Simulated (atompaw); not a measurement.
Plane-wave convergence, PAW (atompaw) potential for beryllium

beryllium (Be), PAW, made with atompaw 4.2.0.5 (LDA (PW92), scalar-relativistic). Core [He], reference 2s1.5 2p0 (charge +0.5). Waves: 2s (bound): rc 2.25 bohr; 2s channel at -0.2 Ry: rc 2.45 bohr; 2p (bound, empty): rc 2.40 bohr; 2p channel at 2.7 Ry: rc 2.45 bohr; 3d channel at 0.2 Ry: rc 2.45 bohr; 3d channel at 2.85 Ry: rc 2.45 bohr. Local part: bessel scheme, radius 2.15 bohr. Core correction: smooth core density matched at 1.35 bohr. Augmentation charge: besselshape compensation charge, radius 2.35 bohr; PAW radius 2.45 bohr; waves and projectors: custom polynom vanderbiltortho.

The pseudo-atom Hamiltonian at the reference potential is diagonalised in spherical Bessel functions j_l(qr) that vanish at 20 bohr, with q² up to the cutoff. All-electron valence levels (Ry): 2s -0.6952, 2p -0.4214.

Problem. How do the lowest levels (Ry) of each channel move with the cutoff, and are there ghosts?

Solution.

```
cutoff (Ry)     s #1     s #2     p #1     d #1    d #2    f #1    f #2  Σ f·Δε (mRy)
          8  -0.6950  -0.1152  -0.4184  -0.0325  0.0472  0.0372  0.1519           0.4
         10  -0.6952  -0.1152  -0.4209  -0.0325  0.0471  0.0372  0.1519           0.1
         12  -0.6952  -0.1152  -0.4213  -0.0325  0.0471  0.0372  0.1519           0.0
        400  -0.6952  -0.1152  -0.4214  -0.0325  0.0471  0.0372  0.1519           0.0
```

Result: no extra level below or beside the all-electron valence levels (s, p, d, f tested); 10 mRy is reached at 6 Ry and 1 mRy at 8 Ry.
